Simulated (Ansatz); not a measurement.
**Reading a saddle point**

A first-order saddle point of GeH6O3, closed shell, PBE0-D4/def2-TZVP, with one imaginary mode of 547i cm⁻¹:

```csv
atom,x (Å),y (Å),z (Å)
Ge1,-0.4568,-0.6774,-0.6946
O2,1.4440,-0.6704,0.0722
H3,0.1782,-1.2075,-2.0168
H4,-1.1463,-1.8492,0.0092
H5,-1.3255,0.5172,-1.1385
H6,0.9453,-0.0295,0.8155
O7,-0.2923,0.3550,1.1408
O8,-0.3333,1.7587,0.8834
H9,2.0962,-0.2111,-0.4645
H10,-1.1097,2.0143,1.3934
```

Computed with Ansatz 0.2.0 (basis: def2-TZVPP and def2-QZVPP); correlated methods freeze the cores. Filled d shells of the heavier atoms are correlated. The def2 sets are not built for correlating such inner shells, so the correlated values are less sure here. Extrapolation: Hartree–Fock as exp(−7.88 √X), correlation as X^−2.97.

(1) Which contacts change along the imaginary mode, and what lies on either side? (A judgement: the text doesn't fix the answer.)

(2) Which side is lower, and how far does the saddle lie above each? (Judge from chemistry; the value comes from the calculation.)

No T1 diagnostic of these runs exceeds 0.014.

Results:

(1) Computed: The step is GeH₄O ([OH][GeH3]) + H₂O₂ ([OH][OH]) → GeH₄O₂ ([OH][O][GeH3]) + H₂O, with the molecules in contact on both sides. Shortening one way: Ge1–O7, O2–H6; lengthening the same way: Ge1–O2, H6–O7.
```csv
pair,one side (Å),saddle (Å),other side (Å)
Ge1–O7,3.66,2.11,1.82
O2–H6,1.80,1.10,0.97
Ge1–O2,1.80,2.05,3.42
H6–O7,0.98,1.34,1.97
```

(2) The calculation gives: The side with Ge1–O2, H6–O7 short is lower by 6.6 kJ/mol; the saddle lies 126.8 kJ/mol above it and 120.2 kJ/mol above the other (CCSD(T) at an estimated basis limit (MP2 extrapolated from triple and quadruple zeta, plus CCSD(T) − MP2 in triple zeta); electronic energies).

Labels in which every atom is bracketed show which atoms are joined, not bond orders.

For scale, one of the runs: CCSD(T)/def2-TZVPP, 225 basis functions, launched by `ansatz run in.yaml --threads 4 --pin off --events-out ev --progress --plain --max-ram 9574MiB`. Time: 2.7 min of wall clock on 4 CPU threads of an Arm Neoverse V2; the host was shared. Peak host memory: 4 GiB.
